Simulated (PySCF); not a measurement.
**Bonding in `CC(C)P1CCSCC1`**

C₇H₁₅PS.
Atom-mapped SMILES: `[CH3:1][CH:2]([CH3:3])[P:4]1[CH2:5][CH2:6][S:7][CH2:8][CH2:9]1` (hydrogens: H10, H11, H12 on C1; H13 on C2; H14, H15, H16 on C3; H17, H18 on C5; H19, H20 on C6; H21, H22 on C8; H23, H24 on C9)

Geometry (GFN2-xTB, Å), atoms numbered from 1 in this order:
```xyz
24
C7H15PS angstrom
C     -2.319    1.364    0.057
C     -1.520    0.159   -0.430
C     -2.416   -1.075   -0.494
P     -0.083   -0.162    0.735
C      0.853   -1.391   -0.313
C      2.285   -1.543    0.171
S      3.299   -0.083   -0.213
C      2.392    1.144    0.778
C      0.961    1.324    0.300
H     -1.714    2.268    0.055
H     -3.180    1.530   -0.589
H     -2.679    1.193    1.070
H     -1.119    0.369   -1.430
H     -3.276   -0.881   -1.133
H     -1.881   -1.933   -0.896
H     -2.779   -1.329    0.500
H      0.349   -2.358   -0.224
H      0.842   -1.085   -1.364
H      2.327   -1.706    1.250
H      2.783   -2.372   -0.333
H      2.960    2.069    0.670
H      2.427    0.824    1.822
H      0.945    1.501   -0.781
H      0.531    2.194    0.804
```

Bond orders from the PBE0/pcSseg-1 density (PySCF). The structure is a single GFN2-xTB conformer in the gas phase; no vibrational or solvent corrections.

**Question.** Where do the orders between heavy atoms depart from those drawn in the SMILES?

**Answer.** The largest departure is 0.074, at C2–P4 (drawn single, 0.926).

**Question.** Give the Mayer order of every bond between heavy atoms, beside its length.

**Answer.** 
```tsv
bond	drawn as	length (Å)	Mayer order
C1–C2	single	1.526	1.025
C2–C3	single	1.526	1.025
C2–P4	single	1.878	0.926
P4–C5	single	1.867	0.939
C5–C6	single	1.519	1.015
C6–S7	single	1.819	1.011
S7–C8	single	1.819	1.011
C8–C9	single	1.519	1.015
C9–P4	single	1.867	0.939
```

**Question.** And the bonds to hydrogen?

**Answer.** C–H: 0.92 to 0.96 (15 bonds).

**Question.** Sum the orders of all bonds at each heavy atom with more than one neighbour and set the sums beside the valence in the SMILES.

**Answer.** C1 3.911 (drawn 4), C2 3.899 (drawn 4), C3 3.911 (drawn 4), P4 2.804 (drawn 3), C5 3.808 (drawn 4), C6 3.898 (drawn 4), S7 2.022 (drawn 2), C8 3.898 (drawn 4), C9 3.808 (drawn 4). Orders between atoms that aren't bonded are not in these sums.

For a closed shell the Mayer order of atoms A and B is Σ (PS)μν (PS)νμ over the basis functions μ on A and ν on B, with P the density and S the overlap matrix.
